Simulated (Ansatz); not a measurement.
The same path of ClF2GeH + H2 (7 atoms, charge 0, multiplicity 1) was run twice with different band settings. Lost on the way: Ge1–Cl2, H6–H7. Made: Ge1–H6, Cl2–H7.

Computed with RKS PBE0-D4/def2-SVP in Ansatz.

Relaxed end points:

```xyz
7
Properties=species:S:1:pos:R:3
Ge 0.384 0.076 0.075
Cl 0.774 -0.048 2.155
F 1.879 -0.104 -0.753
H -0.311 1.357 -0.357
F -0.543 -1.301 -0.380
H -2.666 -0.319 0.905
H -2.707 0.233 1.427
```

```xyz
7
Properties=species:S:1:pos:R:3
Ge -0.708 -0.130 -0.388
Cl -0.461 0.919 2.870
F 0.601 -0.797 0.562
H -0.434 1.358 -0.579
F -0.513 -0.901 -1.923
H -2.019 -0.623 0.214
H 0.343 0.067 2.315
```

Common settings: movable images 7; climbing image yes; spring 5.0 eV/Å²; optimiser quadratic models (default); start path through a guess of the saddle point; iteration limit 60; end points relaxed.

| run | force threshold |
| --- | --- |
| 1 | 0.03 eV/Å |
| 2 | 0.2 eV/Å |

Problem. What does each run give, and how far can it be trusted?

Solution. Run 1: converged after 31 iterations, highest image 2.013 eV above the first end. Neighbouring images differ by up to 1.4 eV, so the band resolves the path poorly. A vibrational analysis at the climbing image gives one clearly imaginary mode, 979i cm⁻¹: a first-order saddle point.
Run 2: converged after 14 iterations, highest image 2.035 eV above the first end. The threshold of 0.2 eV/Å is loose, so the images may lie well off the minimum-energy path. Neighbouring images differ by up to 1.3 eV, so the band resolves the path poorly. The order of the stationary point at the top wasn't checked.
The orbitals stay closed-shell, which can raise the energy where a bond breaks towards radicals; this wasn't checked here.
